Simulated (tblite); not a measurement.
Compound: C3H4FN3.
Bonds: F1–C2, C2–C3, C3–N4 (aromatic), N4–C5 (aromatic), C5–N6 (aromatic), N6–N7 (aromatic), C3–N7 (aromatic). Hydrogens: H8, H9 on C2; H10 on C5; H11 on N6.

Computed with GFN2-xTB (tblite), gas phase: Langevin dynamics at 300 K from the optimised GFN2-xTB geometry, time step 0.5 fs, friction 0.01 fs⁻¹, 2000 steps. The instantaneous temperature is 2·E(kin)/(3Nk) with all 3N coordinates.

```csv
t (fs),T (K),E(pot) above start (eV),F1–C2 (Å),C2–C3 (Å),C3–N4 (Å),N4–C5 (Å),C5–N6 (Å),C2–H8 (Å),F1–C2–C3–N4 (°)
0,263,0.000,1.376,1.488,1.355,1.307,1.347,1.094,93
50,241,0.215,1.360,1.487,1.304,1.333,1.323,1.120,74
100,159,0.238,1.406,1.495,1.342,1.289,1.366,1.085,64
150,256,0.266,1.347,1.475,1.380,1.269,1.325,1.120,56
200,275,0.236,1.427,1.505,1.335,1.308,1.320,1.116,68
250,203,0.357,1.333,1.484,1.407,1.333,1.334,1.086,73
300,335,0.245,1.399,1.503,1.397,1.307,1.338,1.108,74
350,361,0.325,1.367,1.447,1.326,1.266,1.315,1.050,57
400,357,0.253,1.364,1.526,1.365,1.298,1.355,1.143,69
450,242,0.273,1.403,1.535,1.335,1.313,1.339,1.059,79
500,259,0.427,1.377,1.473,1.322,1.340,1.358,1.143,81
550,346,0.343,1.341,1.516,1.335,1.295,1.368,1.071,86
600,318,0.212,1.411,1.508,1.334,1.306,1.377,1.104,106
650,278,0.500,1.364,1.505,1.343,1.351,1.323,1.138,128
700,329,0.326,1.383,1.463,1.369,1.340,1.372,1.064,148
750,342,0.291,1.361,1.495,1.369,1.316,1.345,1.104,162
800,316,0.228,1.371,1.495,1.331,1.310,1.344,1.114,150
850,288,0.208,1.374,1.490,1.365,1.287,1.345,1.088,136
900,186,0.223,1.344,1.525,1.323,1.288,1.345,1.115,122
950,124,0.282,1.365,1.523,1.374,1.317,1.345,1.103,119
1000,263,0.236,1.382,1.520,1.349,1.331,1.344,1.099,104
```

**Question.** From 500 fs on, how do temperature and potential energy compare with equipartition?

**Answer.** The mean temperature of these 11 frames is 277 K against the target 300 K, and the mean potential energy 0.30 eV against 27 × kT/2 = 0.35 eV for 27 classical harmonic modes. For 11 atoms in a canonical ensemble the temperature itself scatters by T·√(2/(3N)) = 74 K; here its standard deviation is 66 K. The whole run lasts only 10 friction times of 100 fs, so these averages carry a wide statistical error.

**Question.** What are the kinetic and total energies of the listed frame with the highest potential energy?

**Answer.** The one at 650 fs, 0.500 eV above the start. Its kinetic energy is 3NkT/2 = 0.395 eV at 278 K, so the sum is 0.90 eV; over the listed frames the sum runs from 0.37 to 0.90 eV, since the thermostat adds and removes energy.

**Question.** How much do the listed bonds fluctuate from 500 fs on?

**Answer.** 
```json
{"bond": "F1–C2", "at the start (Å)": "1.376", "mean (Å)": "1.370", "standard deviation (Å)": "0.018"}
{"bond": "C2–C3", "at the start (Å)": "1.488", "mean (Å)": "1.501", "standard deviation (Å)": "0.019"}
{"bond": "C3–N4", "at the start (Å)": "1.355", "mean (Å)": "1.347", "standard deviation (Å)": "0.019"}
{"bond": "N4–C5", "at the start (Å)": "1.307", "mean (Å)": "1.316", "standard deviation (Å)": "0.021"}
{"bond": "C5–N6", "at the start (Å)": "1.347", "mean (Å)": "1.352", "standard deviation (Å)": "0.015"}
{"bond": "C2–H8", "at the start (Å)": "1.094", "mean (Å)": "1.104", "standard deviation (Å)": "0.023"}
```

The motion is classical and holds no zero-point motion.

The cost below is that of the whole dynamics run. Time: 7.5 s wall; peak memory 0.18 GiB. Hardware: Arm Neoverse V1, one thread, no GPU (shared host).
